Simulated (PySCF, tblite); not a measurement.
Isomers of C2H4N2SSi. All values are computed: GFN2-xTB (tblite) harmonic vibrations without scaling, gas phase. Against measured fundamentals such values can be off by several per cent, at times by over 20. Modes of hydrogen on silicon can be 10 to 20 % off. One conformer each.

Electronic energies: PBE0/pcSseg-1 single points on the GFN2-xTB geometries (PySCF, gas phase).

```json
{"SMILES": "[SiH3]c1nncs1", "electronic energy, lowest = 0 (kJ/mol)": "0.0"}
{"SMILES": "[SiH3]c1csnn1", "electronic energy, lowest = 0 (kJ/mol)": "27.5"}
{"SMILES": "[SiH3]c1cnns1", "electronic energy, lowest = 0 (kJ/mol)": "18.0"}
```

**Question.** How do GFN2-xTB zero-point energies change the relative energies?

**Answer.** 
```
       SMILES  ZPE (kJ/mol)  of it from modes above 1550 cm⁻¹  electronic (kJ/mol)  with ZPE, lowest = 0 (kJ/mol)  lowest mode (cm⁻¹)  rings
[SiH3]c1nncs1         146.6                              60.1                  0.0                            0.0                  51      1
[SiH3]c1cnns1         146.9                              59.8                 18.0                           18.3                  51      1
[SiH3]c1csnn1         145.8                              59.9                 27.5                           26.7                  15      1
```

The zero-point energies span 1.1 kJ/mol, from `[SiH3]c1csnn1` to `[SiH3]c1cnns1`. The order is unchanged.

**Question.** And how do the electronic energies of GFN2-xTB itself compare?

**Answer.** `[SiH3]c1nncs1` 0.0; `[SiH3]c1cnns1` 17.8; `[SiH3]c1csnn1` 22.3 kJ/mol, lowest = 0. Against the energies above, taken from the same isomer `[SiH3]c1nncs1`, the largest difference is 5.2 kJ/mol.
